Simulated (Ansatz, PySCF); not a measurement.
Molecule: TeCl, net charge 1, singlet state. This is an excited singlet: at this geometry the triplet lies 1.00 eV lower at CCSD(T)/CBS(def2-TZVPPD,def2-QZVPPD). 
Geometry from a B3LYP-D3(BJ)/def2-TZVP (Ansatz, a first-principles code) optimisation:
SMILES: Cl[Te+]
```xyz
2

Te     0.0000     0.0000    -0.5524
Cl     0.0000     0.0000     1.6897
```
Charge +1, spin multiplicity 1.

Total electronic energies in hartree. Correlated levels leave the core frozen unless marked. Spin-orbit coupling is left out. Frozen are the shells of the preceding noble gas and the d and f shells that filled before the atom's block. In def2 rows, elements after Kr have scalar-relativistic effective core potentials. STO-3G rows are all-electron and non-relativistic. Basis-set limits of correlation are two-point, X^-3; Hartree-Fock from the larger set.

The Hartree-Fock reference is unstable (checked in the largest basis), which strains HF and MP2. 

```
level                                        program  energy (Eh)
------------------------------------  --------------  -----------
HF/STO-3G                                     Ansatz  -7001.41410
HF/def2-SVP                                   Ansatz   -725.99516
RI-HF/def2-QZVPP                              Ansatz   -726.18910
PBE-D4/def2-TZVPD                     Ansatz + dftd4   -727.69249
revPBE-D4/def2-TZVPD                  Ansatz + dftd4   -727.85156
BP86-D3(BJ)/def2-TZVPD                 PySCF + dftd3            ?
B97M-V/def2-TZVPD                             Ansatz   -727.75029
B3LYP-D3(BJ)/def2-TZVPD               Ansatz + dftd3   -727.98460
TPSSh-D3(BJ)/def2-TZVPD                PySCF + dftd3   -727.80953
TPSSh-D4/def2-TZVPD                    PySCF + dftd4   -727.80942
r2SCAN0-D4/def2-TZVPD                 Ansatz + dftd4   -727.90903
wB97M-V/def2-TZVPD                            Ansatz   -727.82753
wB97X-V/def2-TZVPD                            Ansatz   -727.78709
wB97X/def2-TZVPD                              Ansatz   -727.91675
MP2/def2-SVP                                  Ansatz   -726.20811
MP2/def2-TZVPPD                               Ansatz   -726.46748
RI-MP2/CBS(def2-TZVPP,def2-QZVPP)             Ansatz    -726.5343
RI-MP2/CBS(def2-TZVPPD,def2-QZVPPD)           Ansatz    -726.5337
SCS-MP2/def2-QZVPPD                           Ansatz   -726.51402
CCSD/def2-SVP                                 Ansatz   -726.23561
CCSD(T)/def2-SVP                              Ansatz   -726.24606
CCSD(T)/def2-QZVPP                            Ansatz   -726.56097
CCSD(T)/CBS(def2-TZVPPD,def2-QZVPPD)          Ansatz    -726.5819
```

**Question.** Some entries are withheld; supply them.

**Answer.** 
- BP86-D3(BJ)/def2-TZVPD, energy (Eh): -728.05935
